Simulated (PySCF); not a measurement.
**Broadened absorption spectrum of indan**

Species: indan, C9H10.
Bonds: C1–C2 (aromatic), C2–C3 (aromatic), C3–C4 (aromatic), C4–C5 (aromatic), C5–C6 (aromatic), C5–C7, C7–C8, C8–C9, C1–C6 (aromatic), C4–C9. Hydrogens: H10 on C1; H11 on C2; H12 on C3; H13 on C6; H14, H15 on C7; H16, H17 on C8; H18, H19 on C9.

Theory: TDDFT B3LYP/def2-SVPD, vertical, gas phase, core orbitals frozen in the response in PySCF 2.14.0, density-fitted response routines. The structure is a single PBE0-D3(BJ)/def2-SVP conformer in the gas phase; no vibrational or solvent corrections.

Broadening: Gaussians 0.3 eV wide at half height, area fixed by f = 4.319×10⁻⁹ ∫ε dν̃. The width is an assumption, not a result. The curve ends short of the highest state used, and states not computed would add to its high-energy end.

λ (nm), ε (L mol⁻¹ cm⁻¹) and a bar:
```
    189.3      69095 ##############################
    190.7      50227 ######################
    192.0      33545 ###############
    193.4      19566 ########
    194.7      10986 #####
    196.1       5696 ##
    197.4       3230 #
    198.8       2001 #
    200.1       1458 #
    201.5       1103 
    202.8        847 
    204.2        624 
    205.5        479 
    206.8        403 
    208.2        391 
    209.5        421 
    210.9        469 
    212.2        501 
    213.6        503 
    214.9        471 
    216.3        405 
    217.6        327 
    219.0        242 
    220.3        172 
    221.7        114 
    223.0         81 
    224.3         69 
    225.7         85 
    227.0        130 
    228.4        222 
    229.7        354 
    231.1        554 
    232.4        790 
    233.8       1085 
    235.1       1375 #
    236.5       1669 #
    237.8       1891 #
    239.2       2043 #
    240.5       2086 #
    241.8       2030 #
    243.2       1872 #
    244.5       1658 #
    245.9       1386 #
    247.2       1123 
    248.6        856 
    249.9        639 
    251.3        447 
    252.6        309 
    254.0        200 
    255.3        128 
    256.7         77 
    258.0         46 
    259.3         27 
    260.7         15 
    262.0          8 
    263.4          4
```

Problem. Where are the band maxima, and which computed states make them?

Solution. 240 nm (5.16 eV), ε about 2100, made up of S1 (100%); 213 nm (5.82 eV), ε about 510, made up of S2 (99%) (ε in L mol⁻¹ cm⁻¹; maxima over ε = 5, shares over 10%). At its high-energy end, 6.55 eV, the curve is still rising (ε about 69000, from S5, S6 and S7). The states used: S1 5.16 eV (f 0.023); S2 5.82 eV (f 0.0056); S3 6.23 eV (f 0.013); S4 6.58 eV (f 0.076); S5 6.60 eV (f 0.301); S6 6.64 eV (f 0.232); S7 6.68 eV (f 0.417); S8 6.84 eV (f 0.0003); S9 7.02 eV (f 0.0000); S10 7.15 eV (f 0.013).

Problem. Coming from long wavelengths, where does ε first pass 100 L mol⁻¹ cm⁻¹?

Solution. At about 256 nm (4.84 eV), 0.31 eV below S1.

Problem. On this curve, what absorbance would a 10⁻⁴ mol/L sample give at 254 nm over a 1 cm path?

Solution. 254 nm is 4.881 eV, where ε is about 200 L mol⁻¹ cm⁻¹, so A = ε c l ≈ 0.02 (Beer–Lambert, with the gas-phase spectrum and the assumed width).

Problem. What would ε be at 5.16 eV, the highest of these maxima, with half the width (0.15 eV)?

Solution. About 4170 L mol⁻¹ cm⁻¹ against 2090, a factor of about 2.00; a lone state at its own centre would give exactly 2.

All these states lie below the vertical ionisation energy of 8.44 eV (ΔSCF).
